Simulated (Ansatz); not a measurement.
**Question.** Name a neutral molecule of Al, C, Cl, F, Se and H with LUMO energy (B3LYP/def2-TZVPP) between -1.50 and -1.20 eV and HOMO energy (ωB97M-V/def2-TZVPP) between -9.45 and -9.15 eV (Ansatz, PBE0-D4/def2-TZVP geometry).

**Answer.** `C[Se][Al]([F])[Cl]` (-1.24 eV, -9.41 eV). Other molecules can fit too; these were computed, each in one conformer that needn't be the lowest.

B3LYP here is the variant with VWN-RPA as its local correlation; programs differ in this.
